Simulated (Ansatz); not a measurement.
Two members of one family (Series [CuX2]-), computed with Ansatz in the gas phase. The two geometries come from different levels. Names give formal oxidation states. A dash marks a value that wasn't run or was left out as unsound. The structures are stationary points that may keep the symmetry of their start. Remarks come from the PBE and PBE0 runs and from stability tests at other levels; not every state was tested. A HOMO above zero means that the electron is unbound at that level and held by the basis, or that self-interaction error raises the level; the energy of removing that electron tells which. HOMO above LUMO (over both spins in singlets and doublets, within one spin in higher multiplets; at PBE or PBE0), or a gap under 0.15 eV within one spin, warns that the state may not be the lowest or that an electron is smeared out.

First: [Cu(NH2)2]- (singlet, charge -1, r2SCAN-D4/def2-TZVPD geometry).

| atom | x (Å) | y (Å) | z (Å) |
| --- | --- | --- | --- |
| Cu1 | -0.0021 | -0.0843 | 0.0899 |
| N2 | 1.3789 | 0.7474 | 1.0175 |
| H3 | 1.5508 | 1.6874 | 0.6563 |
| H4 | 2.2668 | 0.2610 | 0.8755 |
| N5 | -1.3865 | -1.0353 | -0.7078 |
| H6 | -1.5263 | -0.7375 | -1.6756 |
| H7 | -2.2816 | -0.8387 | -0.2557 |

```
               level  HOMO (eV)  vertical IE (eV)
    PBE-D4/def2-SVPD       1.00                 –
r2SCAN-D4/def2-TZVPD       0.70              2.20
   PBE0-D4/def2-SVPD      -0.31                 –
  PBE0-D4/def2-TZVPD      -0.46              2.35
  ωB97X-V/def2-TZVPD      -2.84                 –
```

Metal–donor distances: 2 × N 1.86 Å. Remarks: HOMO above zero at PBE or PBE0, gap within one spin near zero at PBE or PBE0 (neutral doublet), HOMO above LUMO (neutral doublet).

Second: [Cu(SiH3)2]- (singlet, charge -1, PBE0-D4/def2-SVPD geometry).

```xyz
9

Cu   -0.001    0.018    0.003
Si    2.141   -0.034    0.917
H     3.276   -0.499    0.012
H     2.365   -0.939    2.123
H     2.723    1.272    1.441
Si   -2.141    0.043   -0.916
H    -2.412    1.019   -2.054
H    -3.304    0.372    0.013
H    -2.646   -1.253   -1.539
```

Question: Estimate the same table for the second.

Answer: 
```json
{"level": "PBE-D4/def2-SVPD", "HOMO (eV)": "-0.92", "vertical IE (eV)": "–"}
{"level": "r2SCAN-D4/def2-TZVPD", "HOMO (eV)": "-1.11", "vertical IE (eV)": "3.46"}
{"level": "PBE0-D4/def2-SVPD", "HOMO (eV)": "-1.80", "vertical IE (eV)": "–"}
{"level": "PBE0-D4/def2-TZVPD", "HOMO (eV)": "-1.83", "vertical IE (eV)": "3.53"}
{"level": "ωB97X-V/def2-TZVPD", "HOMO (eV)": "-3.95", "vertical IE (eV)": "–"}
```

Metal–donor distances: 2 × Si 2.33 Å.
